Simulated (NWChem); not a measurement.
Molecule: BSiH4OF; SMILES OB(F)[SiH3]

```xyz
8

B     -0.0326    -0.5585     0.0022
F      1.1029    -1.2679    -0.0034
O     -1.2034    -1.2206     0.0020
H     -1.0854    -2.1808    -0.0034
Si     0.0296     1.4735     0.0018
H     -1.3380     2.0632     0.1184
H      0.6557     1.9648    -1.2666
H      0.8667     1.9664     1.1405
```
Atoms are numbered in this order, from 1.

All runs: NWChem. Structure relaxed at the PBE0/def2-SVP level. Atomic charges in e: unrestrained fits to the electrostatic potential beside Mulliken populations; buried atoms are poorly determined by the fit.

### Question
What does the run give for B3LYP/def2-SVP? Quantities: ESP B1; Mulliken B1; ESP F2; Mulliken F2; ESP O3; Mulliken O3; ESP Si5; Mulliken Si5; relative RMS misfit of the potential (%).

### Answer
| Item | Value |
|---|---|
| ESP B1 | 0.60 |
| Mulliken B1 | 0.07 |
| ESP F2 | -0.33 |
| Mulliken F2 | -0.12 |
| ESP O3 | -0.64 |
| Mulliken O3 | -0.10 |
| ESP Si5 | 0.17 |
| Mulliken Si5 | 0.21 |
| relative RMS misfit of the potential (%) | 28 |
